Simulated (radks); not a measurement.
Effect of the nuclear size on the antimony ion Sb39+, [Ne] 3s2. All-electron calculation, Dirac Kohn-Sham, PBE, spin-unpolarised, spherical densities, finite nucleus; Fermi nuclear charge, rms radius 4.6802 fm. Program: a radial shooting solver on a logarithmic mesh with Libxc functionals. The rms radius is varied about that value; shifts are against it.

rms radius (fm)  total energy shift (eV)  density at nucleus (e/bohr^3)  1s1/2 shift (meV)  2s1/2 shift (meV)  2p1/2 shift (meV)  3s1/2 shift (meV)  3p1/2 (empty) shift (meV)  4s1/2 (empty) shift (meV)
3.8799                             -1.47                      2.167e+05               -612              -73.0               2.94              -18.8                      0.804                      -7.41
4.376                             -0.586                      2.126e+05               -244              -29.1               1.17              -7.49                      0.320                      -2.95
4.6802                                 0                      2.103e+05              0.000              0.000              0.000              0.000                      0.000                      0.000
5.0359                             0.727                      2.079e+05                303               36.1              -1.45               9.30                     -0.397                       3.66
5.7847                              2.40                      2.033e+05               1000                119              -4.80               30.7                      -1.31                       12.1

Slopes of the eigenvalues against <r^2> in GHz/fm^2, as finite differences over the two radii next to the reference (eigenvalue slopes, not the field-shift constants of lines): 1s1/2 21300, 2s1/2 2540, 2p1/2 -102, 3s1/2 654, 3p1/2 (empty) -27.9, 4s1/2 (empty) 258.
